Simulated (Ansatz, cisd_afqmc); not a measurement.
System: F, charge -1, singlet.

Total energies in aug-cc-pVDZ, 8 correlated electrons, 1 frozen orbitals. Open shells are spin-unrestricted; no spin-orbit coupling. Cores are frozen in correlated methods. No relativity. AFQMC is phaseless with a CISD trial state; ± is one standard error, without the phaseless bias. Outlying blocks are dropped, and bars are widened where a walk drifts. Over all cases where full CI ran beside it in this data, AFQMC minus full CI had a median of +0.1 mEh and passed +0.4 mEh in a tenth of the cases.

```json
[
 {"method": "HF", "program": "Ansatz", "energy (Eh)": "-99.42828", "error against FCI (mEh)": "241.09"},
 {"method": "MP2", "program": "Ansatz", "energy (Eh)": "-99.66595", "error against FCI (mEh)": "3.42"},
 {"method": "CCSD", "program": "Ansatz", "energy (Eh)": "-99.66269", "error against FCI (mEh)": "6.68"},
 {"method": "CCSD(T)", "program": "Ansatz", "energy (Eh)": "-99.66863", "error against FCI (mEh)": "0.74"},
 {"method": "CCSDT(Q)", "program": "Ansatz", "energy (Eh)": "-99.66950", "error against FCI (mEh)": "-0.13"},
 {"method": "CCSDTQ", "program": "Ansatz", "energy (Eh)": "-99.66942", "error against FCI (mEh)": "-0.05"},
 {"method": "AFQMC/CISD", "program": "cisd_afqmc", "energy (Eh)": "-99.6697 ± 0.0004", "error against FCI (mEh)": "-0.4 ± 0.4"},
 {"method": "FCI", "program": "Ansatz", "energy (Eh)": "-99.66937", "error against FCI (mEh)": "0.00"}
]
```

Ansatz is a first-principles code.
